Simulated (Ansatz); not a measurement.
Consider the substitution at a C–Si bond: `CC[SiH2]C` + `OB(O)S` → `CCSB(O)O` + `C[SiH3]`.

Computed with Ansatz on PBE0-D4/def2-TZVP structures; ΔE is electronic, products minus reactants. CCSD(T)/CBS adds triple-zeta CCSD(T) − MP2 to the extrapolated MP2 energy (def2 sets, frozen cores). This one scheme is used for every species. Functionals use def2-TZVPP. B3LYP here is the variant with VWN-RPA as its local correlation; programs differ in this. Each species was taken in one conformer, which may not be the lowest.

```tsv
level	ΔE (kJ/mol)	difference from CCSD(T)/CBS
PBE-D4	28.2	-1.3
PBE0-D4	29.9	0.4
B3LYP-D4	28.6	-0.9
ωB97X-V	28.2	-1.3
ωB97M-V	31.3	1.8
B2PLYP	29.1	-0.4
PBE	28.7	-0.8
r2SCAN	29.6	0.1
PBE0	30.3	0.8
B3LYP	29.6	0.1
MP2/def2-TZVPP	29.1	-0.4
SCS-MP2/def2-TZVPP	28.0	-1.5
CCSD/def2-TZVPP	31.8	2.3
CCSD(T)/def2-TZVPP	30.1	0.6
HF/def2-QZVPP	29.8	0.3
SCS-MP2/def2-QZVPP	27.8	-1.7
CCSD(T)/CBS	29.5	0
```

Largest T1 diagnostic among the species: 0.012.
